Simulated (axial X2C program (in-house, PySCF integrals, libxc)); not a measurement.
Outer orbitals of ZrCl⁻ at 2.510 Å, PBE50

Computed with an in-house all-electron X2C program for linear molecules (integrals from PySCF). Spin-free means the one-electron spin-free X2C Hamiltonian; two-component (2c) means X2C with spin–orbit coupling and atomic mean-field two-electron Coulomb terms, the Gaunt term switched off, so the difference of the two also holds small scalar two-electron terms. Basis: Zr dyall-av3z [12s13p10d4f2g], Cl dyall-av3z [9s8p3d2f] (cores contracted in-house); Gaussian nuclei, density fitting, unrestricted open shells. Masses: Zr 89.905 u, Cl 34.969 u.

The distance is close to the 2c PBE0 minimum; the highest filled and lowest empty levels are listed.

Spin-free orbitals, state M_S = 1, Λ = 0 (beyond evenly filled blocks: δ+α, δ-α) (Löwdin shares):

```csv
symmetry,occupied,ε (eV),atomic character
π+α,yes,-32.60,100% Zr p
π-α,yes,-32.60,100% Zr p
σα,yes,-32.33,97% Zr p
σβ,yes,-31.73,97% Zr p
π+β,yes,-30.15,100% Zr p
π-β,yes,-30.15,100% Zr p
σβ,yes,-20.01,"77% Cl s, 7% Zr d, 6% Zr p"
σα,yes,-19.94,"77% Cl s, 7% Zr d, 6% Zr p"
σβ,yes,-6.74,"84% Cl p, 7% Zr d, 3% Zr s"
σα,yes,-6.69,"83% Cl p, 8% Zr d, 3% Zr s"
π+β,yes,-5.92,"84% Cl p, 6% Zr d, 4% Zr f"
π-β,yes,-5.92,"84% Cl p, 6% Zr d, 4% Zr f"
π+α,yes,-5.89,"84% Cl p, 6% Zr d, 4% Zr f"
π-α,yes,-5.89,"84% Cl p, 6% Zr d, 4% Zr f"
σα,yes,-1.24,"61% Zr s, 25% Zr d, 7% Cl p"
δ+α,yes,-1.11,99% Zr d
δ-α,yes,-1.11,99% Zr d
σβ,yes,-0.35,"62% Zr s, 31% Zr p, 4% Cl p"
π-β,no,1.81,100% Zr p
π+β,no,1.81,100% Zr p
σβ,no,1.84,99% Zr p
π-α,no,1.88,100% Zr p
π+α,no,1.88,100% Zr p
```

Spinors with spin–orbit coupling (state Ω = 1):

```
   ω  occupied  ε (eV)             atomic character     λ mixture
-1/2       yes  -33.65                     99% Zr p  81% π, 19% σ
 1/2       yes  -32.71                     98% Zr p  84% σ, 16% π
 3/2       yes  -32.01                    100% Zr p        100% π
-1/2       yes  -31.31                     98% Zr p  81% σ, 19% π
 1/2       yes  -30.41                     99% Zr p  84% π, 16% σ
-3/2       yes  -29.57                    100% Zr p        100% π
-1/2       yes  -20.01   77% Cl s, 7% Zr d, 6% Zr p        100% σ
 1/2       yes  -19.94   77% Cl s, 7% Zr d, 6% Zr p        100% σ
-1/2       yes   -6.74   84% Cl p, 7% Zr d, 3% Zr s        100% σ
 1/2       yes   -6.69   83% Cl p, 8% Zr d, 3% Zr s        100% σ
 1/2       yes   -5.95   84% Cl p, 6% Zr d, 4% Zr f        100% π
-1/2       yes   -5.93   84% Cl p, 6% Zr d, 4% Zr f        100% π
-3/2       yes   -5.88   84% Cl p, 6% Zr d, 4% Zr f        100% π
 3/2       yes   -5.85   84% Cl p, 6% Zr d, 4% Zr f        100% π
 1/2       yes   -1.24  61% Zr s, 25% Zr d, 7% Cl p        100% σ
-3/2       yes   -1.16                     99% Zr d   99% δ, 1% π
 5/2       yes   -1.05                     99% Zr d        100% δ
-1/2       yes   -0.36  62% Zr s, 31% Zr p, 4% Cl p        100% σ
 1/2        no    1.81                    100% Zr p        100% π
-3/2        no    1.81                    100% Zr p        100% π
-1/2        no    1.84                     99% Zr p        100% σ
-1/2        no    1.88                    100% Zr p        100% π
 3/2        no    1.88                    100% Zr p        100% π
```

Mulliken charges and populations of the two-component result (they depend on the basis, above all on diffuse functions):

Zr -0.47 e (s 9.56 p 18.36 d 12.50 f 0.04 g 0.01), Cl -0.53 e (s 5.96 p 11.56 d 0.01). ⟨Lz⟩ = 0.00 ħ and ⟨Sz⟩ = 1.00 ħ (1.01 and -0.01 on the two atoms), which add up to Ω.

Density functionals use the spin component along the axis (collinear). The state is one determinant with fixed occupations, lowest in a PBE0 search at one distance only: followed along the bond, the 2c determinant Ω = 2 reaches 0.06 eV lower at PBE0, at Re = 2.435 Å, so the state shown is not the lowest. With several unpaired electrons one determinant need not be a pure state. Open-shell Ω = 0 determinants with evenly filled partner blocks cannot be reached by this program, so the Ω shown need not be the lowest component. The determinant is spin-polarised beyond a pure state at some levels (its spin-free form has ⟨S²⟩ too high), which makes Re and μ there less reliable.
